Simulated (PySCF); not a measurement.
Static response to an electric field

Compound: C₄H₈F₂OSi.
Structure used (GFN2-xTB), in Å, numbered top down from 1:
```xyz
16
C4H8F2OSi angstrom
C     -3.2208    0.0517   -0.0116
O     -1.9015   -0.1942    0.3970
Si    -0.5103    0.3057   -0.2370
F     -0.5077    1.9219   -0.2848
C      0.8016   -0.2840    0.9991
C      2.1457    0.2119    0.6083
C      3.1158   -0.5666    0.1706
F      4.3132   -0.0710   -0.2043
H     -3.3816    1.1177   -0.1777
H     -3.8843   -0.2997    0.7781
H     -3.4369   -0.4889   -0.9348
H     -0.2864   -0.0609   -1.6253
H      0.5526    0.0991    1.9902
H      0.8085   -1.3709    1.0577
H      2.3095    1.2778    0.6670
H      3.0750   -1.6407    0.0637
```

Level: CAM-B3LYP/def2-SVPD (PySCF), static field, nuclei fixed, core orbitals frozen in the response. The polarisability tensor in these axes (au):

```
x   99.01 -5.53 -2.37
y   -5.53 67.18  0.63
z   -2.37  0.63 65.49
```

Problem. Diagonalise the tensor; give its mean and Δα, where Δα² is half the sum of the squared differences of the eigenvalues.

Solution. Principal values 65.27, 66.30 and 100.11 au; mean 77.23 au = 11.44 Å³ = 12.73 × 10⁻⁴⁰ C²·m²/J; Δα = 34.34 au (44 % of the mean).

Problem. What is the dipole moment, and where does it point?

Solution. (-2.52, -1.70, 0.21) D, 3.04 D in size, pointing from the negative to the positive side. Measured along this direction, the outermost atoms are F8 at the negative end and H10 at the positive end.

Problem. What would n − 1 = 2πNα be for an ideal gas of these molecules at 400 K and 1 atm, electronic part alone?

Solution. N = p/kT = 1.8347 × 10¹⁹ cm⁻³, so n − 1 = 2π × N × 11.44 × 10⁻²⁴ cm³ = 1319 × 10⁻⁶ at long wavelengths, for an ideal gas.

Problem. Find the Langevin capture rate constant for NH4+ (18.034 u) meeting this molecule (138.031 u), k = 2.342 × 10⁻⁹ cm³/s × √(α in Å³ / reduced mass in u).

Solution. The reduced mass is 15.95 u, so k = 1.98 × 10⁻⁹ cm³/s. The formula leaves out the permanent dipole, which adds to the capture rate.

Problem. Give the principal axes and the span of the nuclei along them.

Solution. Largest value along (0.98, -0.17, -0.07), where the nuclei span 8.09 Å; middle along (0.18, 0.96, 0.22), 3.08 Å; least along (0.03, -0.23, 0.97), 3.50 Å. The strongest response lies along the longest span, while the other two are in reverse order.

The structure is a single GFN2-xTB conformer in the gas phase; no vibrational or solvent corrections.

These values come from a run that also computed excited states. On Arm Neoverse V2, one thread (shared host), this took 67 s wall and 1.1 GiB of memory at its peak.
